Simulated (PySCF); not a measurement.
Question: What does the PBE0-D3(BJ)/def2-SVP structure of `C[NH][Ge@H]([NH2])[F]` look like in three dimensions?

Answer: 
Z-matrix in Å and degrees, rows numbered from 1:
```
C 
N   1  1.4452
Ge  2  1.7982  1  123.12
N   3  1.8132  2  106.85  1    42.92
F   3  1.7519  2  113.96  1   -68.44
H   1  1.1002  2  108.99  3   -26.58
H   1  1.1037  2  111.28  3  -144.70
H   1  1.1060  2  113.75  3    93.30
H   2  1.0139  1  114.75  3  -153.23
H   3  1.5363  2  108.61  1   174.98
H   4  1.0154  3  115.21  2  -157.70
H   4  1.0150  3  116.52  2    70.77
```

Of the pairs four or more bonds apart, N4···H6 is among the closest relative to their van der Waals radii: 2.73 Å, 99 % of the sum of Bondi's values. N4 (nitrogen bonded to Ge and 2 H) is pyramidal (angles 116.5°, 115.2° and 110.3°, sum 342.0°, 0.30 Å off the plane of its three neighbours). N2 (nitrogen bonded to C, Ge and H) has angles 123.1°, 116.8° and 114.8°, sum 354.6°, 0.18 Å off the plane of its three neighbours. Ge3 (germanium bonded to F, 2 N and H) is distorted tetrahedral (angles from 101.6° to 121.0°).

Computed, not measured: PBE0-D3(BJ)/def2-SVP geometry optimisation, gas phase (PySCF 2.14.0).

Point group: C1 (no symmetry element, even within 0.4 Å). Stationary, but not proved a minimum. One conformer, not necessarily the lowest (C1–N2–Ge3–N4 43°, N2–Ge3–N4–H -158° and 71°).

Hardware: one thread, Arm Neoverse V1 (aarch64), on a shared host. Cost: 50 s of wall time, 0.50 GiB resident at most. These figures are those of the optimisation.
